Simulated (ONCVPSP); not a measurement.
## What one change does to a pseudopotential (Tb, ONCV)

ONCVPSP 4.0.1 input, shortened (lines: element, Z, core and valence counts, functional; n l f; lmax; l rc ep ncon nbas qcut; lloc lpopt rc5 dvloc0; l nproj debl; icmod fcfact rcfact), LDA (Perdew-Zunger), scalar-relativistic:

```
  Tb 65.00   10    4        3      upf
    1    0    2.00
    2    0    2.00
    2    1    6.00
    3    0    2.00
    3    1    6.00
    3    2   10.00
    4    0    2.00
    4    1    6.00
    4    2   10.00
    4    3    8.00
    5    0    2.00
    5    1    6.00
    5    2    1.00
    6    0    1.00
    3
    0    1.80    0.00    4    9    6.70
    1    1.45    0.00    4    7    5.30
    2    3.10    0.00    3    7    5.30
    3    2.90    0.21    4    8    4.20
    4    5    1.40    3.00
    0    2    1.00
    1    3    1.40
    2    2    2.60
    3    2    2.90
    1    0.35    0.00
```

All-electron outer shells of the reference configuration (LDA (Perdew-Zunger), scalar-relativistic, ld1.x):

```
shell  level (eV)  outermost node (bohr)  outermost maximum (bohr)
   5s      -57.89                   0.64                      1.16
   5p      -34.46                   0.69                      1.33
   4f      -15.66                      –                      0.55
   6s       -9.68                   1.56                      3.16
   5d       -8.59                   0.77                      1.92
```

Change: all radii but the core radius scaled by about 1.23 (s 2.22, p 1.78, d 3.82, f 3.58 bohr); local potential polynomial inside 1.72 bohr (lpopt 5, dvloc0 3 Ha).

Cutoffs: the cutoffs (Ha) at which the residual kinetic energy of the hardest occupied pseudo-wave falls to 1 and 0.1 mHa per electron; they do not see the model core or the augmentation charge, which bear on the density cutoff. Errors are all-electron minus pseudo energies relative to the spin-unpolarised reference configuration.

Problem. Predict the effect on cutoff, ghosts and configuration errors.

Solution. The potential gets softer (53 Ha and 68 Ha → 14 Ha and 42 Ha); the bound ghosts move from p to f; of the 4 tests that both files solve, the error grows in 2 and shrinks in 1 by more than 15 % and 0.3 meV (median size 56.2 → 35.6 meV). A larger radius leaves more room for a smooth pseudo-wave, so fewer plane waves are needed.

| quantity | base | changed |
| --- | --- | --- |
| cutoff, loose | 53 Ha | 14 Ha |
| cutoff, tight | 68 Ha | 42 Ha |
| loose cutoff by channel | s 16 Ha, p 53 Ha, d 8.0 Ha | s 13 Ha, p 14 Ha, d 6.9 Ha |
| bound ghosts | p | f |
| GHOST(+) flags under 300 eV | s at 177.1 eV | none |
| error for 5s2 5p6 5d1 6s2, meV [ΔE -6.95 eV] | -0.6 | -1.2 |
| error for 5s2 5p6 5d1 6s0, meV [ΔE 12.54 eV] | -11 | -14 |
| error for 5s2 5p6 5d0 6s0, meV [ΔE 32.64 eV] | -101 | -58 |
| error for 5s2 5p5 5d1 6s2, meV [ΔE 26.18 eV] | -165 | -183 |
| rms error of d²Exc/dni dnj with the model core, mHa | 0.49 | 0.33 |

 A true bound ghost makes a file unfit for plane-wave use even where its test errors are small: the radial tests pick states by their node count and pass the ghost by.
